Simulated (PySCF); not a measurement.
C₅H₇NO: full NMR table

- Formula: C5H7NO
- SMILES: CCC#CC(N)=O
- InChI: InChI=1S/C5H7NO/c1-2-3-4-5(6)7/h2H2,1H3,(H2,6,7)
- Point group of the computed structure: Cs
- Degrees of unsaturation: 3
- Carbon signals: 5
- Proton signals: 4

Bonds (- single, = double, # triple, : aromatic): C1-C2 1.529 Å, C2-C3 1.446 Å, C3#C4 1.203 Å, C4-C5 1.443 Å, C5-N6 1.359 Å, C5=O7 1.211 Å. C1 carries H8, H9, H10; C2 carries H11, H12; N6 carries H13, H14. H13 is cis to the C=O or C=S heteroatom; H14 is trans to the C=O or C=S heteroatom.

Equivalent nuclei averaged, gas phase, no relativistic terms, one conformer. NMR shieldings at PBE0/pcSseg-1/GIAO; coordinates at the GFN2-xTB level; PySCF 2.14.

References, each an isolated molecule treated in the same way: $^{1}$H (σ = 31.72 ppm), $^{13}$C (σ = 186.93 ppm) vs TMS; $^{15}$N (σ = 267.73 ppm) against NH3; $^{17}$O (σ = 336.08 ppm) against H2O.

| carbon | δC, type | δH (multiplicity) | HMBC from (2–3 bonds) | span of the C tensor (ppm) |
| --- | --- | --- | --- | --- |
| C1 | 16.6, CH3 | 1.21 (t) | H11/H12 | 29 |
| C2 | 15.2, CH2 | 2.47 (q) | H8/H9/H10 | 20 |
| C3 | 95.8, C | – | H11/H12, H8/H9/H10 | 243 |
| C4 | 80.8, C | – | H11/H12 | 253 |
| C5 | 154.3, C | – | – | 162 |

Other nuclei:
| atoms | nucleus | environment | δ (ppm) | σ (ppm) |
| --- | --- | --- | --- | --- |
| H14 | $^{1}$H | hydrogen on an amide-type nitrogen | 5.04 | 26.68 |
| H13 | $^{1}$H | hydrogen on an amide-type nitrogen | 4.49 | 27.22 |
| N6 | $^{15}$N | amide-type nitrogen | 121.3 | 146.4 |
| O7 | $^{17}$O | amide-type carbonyl oxygen | 434.3 | -98.3 |

1. Carbon types of the structure: 3 × C, 1 × CH2, 1 × CH3, leaving 2 H on heteroatoms.
2. δC 154.3: amide carbonyl carbon; it is a carbonyl in resonance with an O or N lone pair, the region of acids, esters and amides.
3. δC 95.8, 80.8: alkyne carbon; the triple bond shields along its axis, which puts it between sp3 and sp2 carbons.
4. δC 16.6: methyl carbon; a saturated carbon with 1 carbon neighbour and no heteroatom attached.
5. δC 15.2: propargylic sp3 CH2; saturated and bonded to C and H only.
6. δH 5.04, 4.49: hydrogen on an amide-type nitrogen; exchangeable, gas-phase position.

The OH or NH signal is concentration- and solvent-dependent in practice; the value given is the gas-phase one. Rotation about the amide-type C–N bond is slow at room temperature, so the two groups on nitrogen are listed apart. Shifts are as computed. Against solution values, carbons near 30 ppm lie about +3 ppm off and those near 130 ppm about +5 ppm (rms about the fit 2.1 ppm; single classes can miss by 10 ppm). Of 1328 compounds with measured shifts, 309 miss one by over three times the rms of a fit or turn the order of signals round; such compounds aren't used in these exercises. Signals without a measured value on file couldn't be tested in this way; 1H shifts scatter by 0.2 ppm about their fit, and single ones miss by 0.5 ppm. Hydrogen bonding in solution shields acid and N–H amide carbonyl oxygens by tens of ppm. The C=O carbon of an acid or of an amide with N–H lies up to 10 ppm further downfield in solution, through hydrogen bonding that the calculation lacks. Unscaled 17O shifts of doubly bonded oxygen tend to come out too high, by tens of ppm or more. Experimental scales use liquid or dissolved standards, which lie at an offset from isolated NH3 (liquid NH3: subtract about 20 ppm) and H2O (liquid H2O: subtract about 36 ppm). No couplings were computed; multiplicities are counted from neighbouring protons, with m where these are inequivalent, close in shift, in a saturated or five-membered ring or joined by F or P, and br s for small geminal =CH2 splittings.
